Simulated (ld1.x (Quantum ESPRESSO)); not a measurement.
# Before and after: TM potential for F (Z = 9)

ld1.x (Quantum ESPRESSO) 7.5 input, shortened:

```
&input
   title='F', zed=9., rel=0, dft='PBE', iswitch=3,
   config='[He] 2s2 2p5'
 /
 &inputp
   pseudotype=2, tm=.true., lloc=0,
   nlcc=.true.
 /
2
2P  2  1   5.00   0.00  1.05  1.05  0.0
2S  1  0   2.00   0.00  0.50  0.50  0.0
 &test
   configts(1)='2s2 2p5'
 /
```

Change: wave 2p (bound): rc 1.05 bohr becomes 2p (bound): rc 0.86 bohr.

Cutoffs: the cutoffs (Ry, on a coarse ladder) from which the occupation-weighted sum of valence levels, in a spherical-Bessel basis at the reference potential, stays within 10 and 1 mRy of its value at 400 Ry; they do not see the model core or the augmentation charge, which bear on the density cutoff. Errors are all-electron minus pseudo energies relative to the spin-unpolarised reference configuration.

What does the change do?

Of the 7 tests that both files solve, the error grows in 1 and shrinks in 4 by more than 15 % and 0.3 meV (median size 4.3 → 10.3 meV); neither file shows a bound ghost.

| quantity | base | changed |
| --- | --- | --- |
| cutoff, loose | 300 Ry | 300 Ry |
| cutoff, tight | over 300 Ry | over 300 Ry |
| loose cutoff by channel (10 mRy a level) | p 100 Ry, s 260 Ry | p 120 Ry, s 260 Ry |
| bound ghosts | none | none |
| error for 2s2 2p4, meV [ΔE 19.40 eV] | +4.3 | +2.1 |
| error for 2s2 2p3, meV [ΔE 57.80 eV] | +49 | +23 |
| error for 2s2 2p2, meV [ΔE 118.44 eV] | +238 | +114 |
| error for 2s2 2p4.5, meV [ΔE 7.55 eV] | +0.5 | +0.2 |
| error for 2s2 2p1, meV [ΔE 204.24 eV] | +776 | +382 |
| error for 2s1 2p5, meV [ΔE 38.41 eV] | +0.2 | +10 |
| error for 2s2 2p5.3, meV [ΔE -2.67 eV] | 0.0 | 0.0 |
